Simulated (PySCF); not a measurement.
Geometry:
```csv
atom,x (Å),y (Å),z (Å)
F1,3.121,-0.699,-0.629
C2,2.403,0.205,0.083
F3,2.531,1.380,-0.570
C4,0.943,-0.243,0.184
C5,0.193,-0.047,-1.136
C6,-1.269,-0.443,-0.945
C7,-1.846,0.352,0.224
C8,-0.980,0.130,1.464
O9,0.369,0.492,1.240
H10,2.867,0.315,1.074
H11,0.957,-1.318,0.443
H12,0.668,-0.648,-1.912
H13,0.255,1.006,-1.419
H14,-1.834,-0.248,-1.857
H15,-1.333,-1.512,-0.728
H16,-1.845,1.415,-0.022
H17,-2.870,0.044,0.438
H18,-1.030,-0.927,1.766
H19,-1.310,0.755,2.295
```

- geometry: GFN2-xTB
- PBE0/pcSseg-1 with gauge-including orbitals
- run in PySCF 2.14
- single conformer, non-relativistic Hamiltonian, isolated molecule

δ = σ(ref) − σ, references computed at the same level: ¹³C, ¹H against TMS; ¹⁹F vs CFCl3; ¹⁷O vs H2O.

| atoms | nucleus | count | δ (ppm) |
| --- | --- | --- | --- |
| H16 | ¹H | 1 | ? |
| H18 | ¹H | 1 | 3.52 |
| H13 | ¹H | 1 | 1.76 |
| C7 | ¹³C | 1 | 29.9 |
| C2 | ¹³C | 1 | ? |
| C8 | ¹³C | 1 | 72.8 |
| H19 | ¹H | 1 | 4.24 |
| C5 | ¹³C | 1 | ? |
| F3 | ¹⁹F | 1 | -155.1 |
| H14 | ¹H | 1 | 1.99 |
| F1 | ¹⁹F | 1 | ? |
| H11 | ¹H | 1 | 3.42 |
| C4 | ¹³C | 1 | 82.5 |
| H17 | ¹H | 1 | 1.31 |
| H12 | ¹H | 1 | 1.60 |
| O9 | ¹⁷O | 1 | 60.8 |
| C6 | ¹³C | 1 | ? |
| H10 | ¹H | 1 | 6.16 |
| H15 | ¹H | 1 | ? |

**Question.** Fill in the missing shifts.

**Answer.** 
- C2: 122.7 ppm, sp3 CH bonded to 2 F; 2 electronegative neighbours deshield it
- C6: 26.5 ppm, sp3 CH2 in a ring; a saturated carbon with 2 carbon neighbours and no heteroatom attached
- C5: 26.0 ppm, sp3 CH2 in a ring; saturated and bonded to C and H only
- H16: 1.60 ppm, hydrogen on an sp3 CH2 in a ring
- H15: 1.40 ppm, hydrogen on an sp3 CH2 in a ring; far from electronegative atoms and π systems
- F1: -150.1 ppm, fluorine of a CF2 group

Shifts are as computed. Against solution values, carbons near 30 ppm lie about +3 ppm off and those near 130 ppm about +5 ppm. Of 1211 compounds with measured shifts, 218 miss one by over three times the rms of a fit or turn the order of signals round; such compounds aren't used in these exercises. Unscaled 19F shifts against computed CFCl3 carry errors that often reach 10 to 50 ppm. Experimental scales use liquid or dissolved standards, which lie at an offset from isolated H2O (liquid H2O: subtract about 36 ppm).
